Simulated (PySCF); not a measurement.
Stepwise substitution at one centre (Ge CH3-OCH3). Gas-phase values, no solvent. One relaxed conformer stands for each flexible species; it need not be the lowest. Strings in code marks are SMILES.

Level of theory: PySCF with PBE-D3(BJ)/def2-TZVP // B3LYP-D3(BJ)/def2-SVP. 

```
species                                                                               HOMO (eV)  HOMO–LUMO gap (eV)
------------------------------------------------------------------------------------  ---------  ------------------
0 of 4 CH3 replaced by OCH3                                                               -6.82                6.88
1 of 4 CH3 replaced by OCH3 (`[O]([Ge]([CH3])([CH3])[CH3])C` (C–O–Ge–C torsion 60°))      -5.69                5.72
2 of 4 CH3 replaced by OCH3                                                                   ?                5.79
3 of 4 CH3 replaced by OCH3 (`[Ge]([O]C)([O]C)([CH3])[O]C`)                               -6.11                   ?
4 of 4 CH3 replaced by OCH3 (`C[O][Ge]([O]C)([O]C)[O]C`)                                  -6.45                5.53
```

Problem. Some entries are withheld; supply them.

Solution. 
- 2 of 4 CH3 replaced by OCH3, HOMO (eV): -5.92
- 3 of 4 CH3 replaced by OCH3 (`[Ge]([O]C)([O]C)([CH3])[O]C`), HOMO–LUMO gap (eV): 5.75
